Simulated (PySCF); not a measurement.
In(Br)(OH)(NH2) (BrH₃InNO), SMILES [In]([NH2])([Br])[OH].

The structure is a stationary point at B3LYP-D3(BJ)/def2-SVP. The structure was generated by enumeration; whether it is a known compound was not checked. The def2 effective core potentials stand for the cores of In; spin–orbit coupling is left out. One conformer was computed; it need not be the lowest.

Level of theory: TDA-CAM-B3LYP/def2-SVPD (PySCF 2.14.0).

Vertical excitations. 

```csv
state,energy (eV),λ (nm),f,main pairs
S1,4.83,256,0.048,HOMO→LUMO 87 %
S2,5.18,239,0.030,HOMO−1→LUMO 84 %
S3,5.19,239,0.005,HOMO−2→LUMO 83 %
S4,5.80,214,0.065,"HOMO−4→LUMO 60 %, HOMO−3→LUMO 23 %"
S5,6.17,201,0.087,"HOMO−3→LUMO 34 %, HOMO−2→LUMO+1 22 %, HOMO−4→LUMO 22 %, HOMO→LUMO+1 14 %"
S6,6.25,198,0.067,"HOMO→LUMO+1 60 %, HOMO−1→LUMO+1 12 %, HOMO−3→LUMO 9 %"
S7,6.47,192,0.019,HOMO−1→LUMO+1 81 %
S8,7.00,177,0.117,"HOMO−2→LUMO+1 52 %, HOMO−5→LUMO 10 %, HOMO−3→LUMO+1 10 %"
S9,7.03,176,0.048,"HOMO−3→LUMO+1 48 %, HOMO→LUMO+2 24 %"
S10,7.07,175,0.012,"HOMO→LUMO+2 53 %, HOMO−3→LUMO+1 21 %"
T1,4.07,305,0,HOMO→LUMO 88 %
T2,4.74,262,0,HOMO−1→LUMO 86 %
T3,4.82,257,0,HOMO−2→LUMO 82 %
T4,5.19,239,0,HOMO−3→LUMO 73 %
```
Triplets are in the Tamm–Dancoff approximation.
